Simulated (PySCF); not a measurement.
Excitation energy of As by level of theory

As [Ar] 3d10 4s2 4p3 (4S) → As [Ar] 3d10 4s1 4p3 5s1 (6S), as a difference of total energies. All numbers are calculated (PySCF 2.14, scalar relativity through the core potential, in aug-cc-pwCVDZ-PP with ECP10MDF). Correlated levels: valence and next inner shell: nothing frozen outside the core potential. The calculations carry no spin-orbit coupling.

| method | excitation energy (eV) |
| --- | --- |
| UHF | 11.155 |
| MP2 (valence and next inner shell) | 12.672 |
| SCS-MP2 (valence and next inner shell) | 12.932 |
| CCSD (valence and next inner shell) | 12.659 |
| CCSD(T) (valence and next inner shell) | 12.721 |

Q: How much does correlation contribute at CCSD(T) (valence and next inner shell)?

A: 12.721 − (11.155) = 1.566 eV, measured against UHF.

The upper state lies above the first ionisation limit, but in LS coupling its spin forbids autoionisation to the ground ion. A Rydberg-like electron needs more diffuse functions than a valence basis has.

The promoted electron is Rydberg-like, and one or two diffuse shells describe it only roughly, which tends to raise the upper state.
